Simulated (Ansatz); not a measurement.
Reaction (ligand exchange at the Al–C bond): `[AlH2][CH2][SiH3]` + `[OH][GaH2]` → `[AlH2][O][GaH2]` + `C[SiH3]`

Calculated with Ansatz (gas phase, PBE0-D4/def2-TZVP geometries, no zero-point term in ΔE). CCSD(T)/CBS is the MP2 limit (def2-TZVPP, def2-QZVPP) plus CCSD(T) − MP2 in def2-TZVPP, frozen cores. This one scheme is used for every species. DFT in def2-TZVPP. For Ga outer-core shells are correlated without core-valence functions, which leaves a few kJ/mol of doubt a bond. Scalar relativity is left out up to krypton.

```csv
level,ΔE (kcal/mol)
r2SCAN0-D4,-34.6
CCSD(T)/def2-TZVPP,-34.9
MP2/def2-QZVPP,-35.0
MP2/CBS(def2),-34.6
```

Question: What does CCSD(T)/CBS give? (Estimate.)

Answer: The calculation gave: -34.2 kcal/mol. The listed levels differ from it by -0.4, -0.7, -0.8, -0.4 kcal/mol.

Question: What do rigid-rotor, harmonic-oscillator terms from PBE0-D4/def2-TZVP frequencies (298.15 K, 1 bar) make of the CCSD(T)/CBS value? (Best estimate.)

Answer: The calculation gave: ΔZPE = +0.4 kcal/mol, ΔH = -33.6 kcal/mol, ΔS = -9 J/(mol·K), ΔG = -33.0 kcal/mol.

Largest T1 diagnostic among the species: 0.015.

Leaving LDA and LC-ωPBE aside and taking each functional with its dispersion term where it has one, the values, not all of them listed here, spread over 6.0 kcal/mol, from BHLYP-D4 to revPBE-D4. In def2-TZVPP, CCSD(T) changes the Hartree–Fock value by +4.5 kcal/mol (the triples alone add +0.7 kcal/mol) and MP2 by +4.1 kcal/mol. From BLYP to BHLYP (50 % exact exchange), in def2-TZVPP and without D4, ΔE moves by −1.9 kcal/mol.
